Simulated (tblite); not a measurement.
What does the GFN2-xTB structure of `C=C/C(=C/C(F)(F)F)C(=C)Cl` look like in three dimensions?

```
atom  x, y, z in Å
C1    -2.1255    1.4074   -0.6715
C2    -1.3559    0.4017   -1.0723
C3    -0.1365   -0.0226   -0.3976
C4     0.5866   -1.0344   -0.8951
C5     1.8491   -1.5602   -0.2948
F6     1.8632   -1.5583    1.0474
F7     2.0622   -2.8341   -0.6689
F8     2.9407   -0.8740   -0.6847
C9     0.2729    0.7120    0.8207
C10   -0.2817    0.5742    2.0116
Cl11   1.5630    1.8385    0.5350
H12   -1.8919    1.9872    0.2051
H13   -3.0154    1.6806   -1.2111
H14   -1.6090   -0.1634   -1.9588
H15    0.2954   -1.5448   -1.8007
H16    0.0532    1.1361    2.8639
H17   -1.0773   -0.1338    2.1616
```

Any rigid rotation of these coordinates is as good. Atoms count from 1 in this order. The 6 C–C bonds span 1.321 Å (C9=C10, drawn double) to 1.494 Å (C4–C5, drawn single), a spread of 0.173 Å. Of the pairs four or more bonds apart, F6···C9 is among the closest relative to their van der Waals radii: 2.78 Å, 88 % of the sum of Bondi's values.

Bonds between heavy atoms (Å): C1=C2 1.328, C2–C3 1.457, C3=C4 1.340, C4–C5 1.494, C5–F6 1.342, C5–F7 1.345, C5–F8 1.347, C3–C9 1.480, C9=C10 1.321, C9–Cl11 1.736.

Computed geometry: GFN2-xTB, gas phase.

Point group: C1 (no symmetry element, even within 0.4 Å). Its lowest GFN2-xTB frequency is 12i cm⁻¹, too small to tell a flat minimum from a shallow saddle. One conformer, not necessarily the lowest (C1–C2–C3–C4 -179°, C2–C3–C9–C10 76°).
